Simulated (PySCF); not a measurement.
Fill in the blanks.

C4H7FOS.
SMILES: `CO/C=C(\F)SC`

Conformer (atom-mapped SMILES and torsion angles): `[CH3:1][O:2]/[CH:3]=[C:4](\[F:5])[S:6][CH3:7]`: C1–O2–C3–C4 0°, C3–C4–S6–C7 180°.

```csv
property,level,value
point group of the GFN2-xTB geometry,GFN2-xTB,Cs
"rotational constants A, B, C of the GFN2-xTB geometry",GFN2-xTB,"5.446, 1.193, 0.991 GHz"
dipole moment,B3LYP/def2-SVPD,?
HOMO energy,B3LYP/def2-SVPD,?
LUMO energy,B3LYP/def2-SVPD,-0.17 eV
lowest singlet excitation,TDDFT B3LYP/def2-SVPD,?
strongest line among the 8 lowest singlet transitions,TDDFT B3LYP/def2-SVPD,"S4 at 5.52 eV (224 nm, f = 0.244)"
lowest triplet excitation (Tamm–Dancoff),TDA B3LYP/def2-SVPD,3.88 eV
static isotropic polarisability,B3LYP/def2-SVPD,78.6 au
electronic spatial extent ⟨r²⟩ about the centre of nuclear charge,B3LYP/def2-SVPD,1140 bohr²
```

The electronic properties come from PySCF, for the isolated species, density fitting.

(1) Give the lowest singlet excitation.

(2) Give the dipole moment.

(3) The HOMO energy?

Results:

(1) 4.31 eV (288 nm, f = 0.000).

(2) 1.48 D.

(3) -5.53 eV.

The dipole equals about 4.9 × 10⁻³⁰ C·m (1 D = 3.33564 × 10⁻³⁰ C·m). The polarisability is 11.65 Å³ as a volume (1 au = 0.148185 Å³), or 1.23 au for each of the 64 electrons. The vertical singlet–triplet gap S1 − T1 is 0.43 eV (TDDFT singlet less Tamm–Dancoff triplet).

One conformer stands for the species.
